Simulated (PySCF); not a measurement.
Mg(Et)(SeH) (C2H6MgSe), SMILES [CH2](C)[Mg][SeH]. Heavy atoms are numbered as in [Mg:1]([CH2:2][CH3:3])[SeH:9]. Hydrogens are named by the atom that carries them.

Geometry optimised at B3LYP-D3(BJ)/def2-SVP. The structure was generated by enumeration; whether it is a known compound was not checked. One conformer was computed; it need not be the lowest.

Method: PBE/pcSseg-1 in PySCF.

GIAO shieldings, no solvent; atoms alike by connectivity are averaged. δ = σ(ref) − σ: ¹³C against TMS (σ = 182.0 ppm); ¹H against TMS (σ = 31.49 ppm); ⁷⁷Se against Me2Se (σ = 1634.8 ppm), references at their B3LYP-D3(BJ)/def2-TZVP geometries, non-relativistic.

Problem. Estimate the chemical shifts. (Estimate from the structure and the level; the computed values follow.)

Solution. 
```tsv
nucleus	atoms	count	δ (ppm)
¹³C	C3 (CH3)	1	17.5
¹³C	C2 (CH2)	1	5.1
¹H	H on C3	3	1.72
¹H	H on C2	2	0.67
¹H	H on Se9	1	-1.15
⁷⁷Se	Se9 (SeH)	1	-704.7
```
